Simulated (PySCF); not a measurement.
Al(H)2(NMe2) (C2H8AlN), SMILES C[N](C)[AlH2].

Geometry: PBE0-D3(BJ)/def2-SVP. The structure was generated by enumeration; whether it is a known compound was not checked.

Two levels are set side by side: PBE/def2-TZVP (PySCF) and CAM-B3LYP/def2-TZVP (PySCF). Same geometry, gas phase. Differences are taken from unrounded values.

```csv
quantity,PBE
orbital gap (eV),3.74
highest occupied level (eV),-5.27
lowest empty level (eV),-1.52
dipole moment (D),1.10
mean polarisability (bohr³),67.2
```

These are the PBE values. What does CAM-B3LYP give? (Estimate from the structure and the level; the computed values follow.)


| quantity | CAM-B3LYP | PBE minus CAM-B3LYP |
|---|---|---|
| orbital gap (eV) | 7.92 | -4.17 |
| highest occupied level (eV) | -7.80 | 2.53 |
| lowest empty level (eV) | 0.12 | -1.64 |
| dipole moment (D) | 0.89 | 0.21 |
| mean polarisability (bohr³) | 62.1 | 5.0 |

Without exact exchange PBE keeps part of each electron's self-repulsion, which lifts occupied levels and narrows the gap. Loosely held outer electrons make PBE densities more polarisable. Differences between two approximate levels are no errors against the true value.

Rough cost on one machine, each run with all the roots and properties that it gave: CAM-B3LYP against PBE within a factor of 2.
